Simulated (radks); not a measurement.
Cu3+, configuration [Ar] 3d8. All-electron calculation, scalar-relativistic Kohn-Sham, r2SCAN, spin-polarised, spherical densities, finite nucleus; open shells are filled with parallel spins first; meta-GGA in the generalised Kohn-Sham scheme; Fermi nuclear charge, rms radius 3.8823 fm. Program: a radial shooting solver on a logarithmic mesh with Libxc functionals.

Normalised radial functions P(r) = r R(r), r in bohr:

r	3s up	3d down
0.001952	0.0728	0.0000
0.002481	0.0906	0.0000
0.003154	0.1123	0.0000
0.004009	0.1384	0.0000
0.005056	0.1681	0.0000
0.006428	0.2038	0.0001
0.008171	0.2440	0.0001
0.01039	0.2876	0.0003
0.01321	0.3318	0.0006
0.01679	0.3720	0.0011
0.02134	0.4009	0.0022
0.02713	0.4077	0.0043
0.03421	0.3809	0.0081
0.04349	0.3043	0.0152
0.05529	0.1662	0.0281
0.07029	-0.0356	0.0506
0.08936	-0.2833	0.0884
0.1136	-0.5285	0.1490
0.1444	-0.6917	0.2402
0.1836	-0.6783	0.3679
0.2315	-0.4328	0.5244
0.2943	0.0511	0.7068
0.3741	0.6461	0.8832
0.4756	1.1386	1.0131
0.6046	1.3342	1.0573
0.7686	1.1871	0.9967
0.9771	0.8270	0.8480
1.242	0.4482	0.6475
1.567	0.1888	0.4446
1.991	0.0550	0.2601
2.532	0.0105	0.1249
3.218	0.0012	0.0463

3s up: eigenvalue -166.18 eV, 2 radial nodes at r = 0.0677, 0.288 bohr, <r> = 0.704 bohr, 90 % of the charge inside 1.05 bohr. 3d down: eigenvalue -47.432 eV, 0 radial nodes, <r> = 0.862 bohr, 90 % of the charge inside 1.46 bohr.
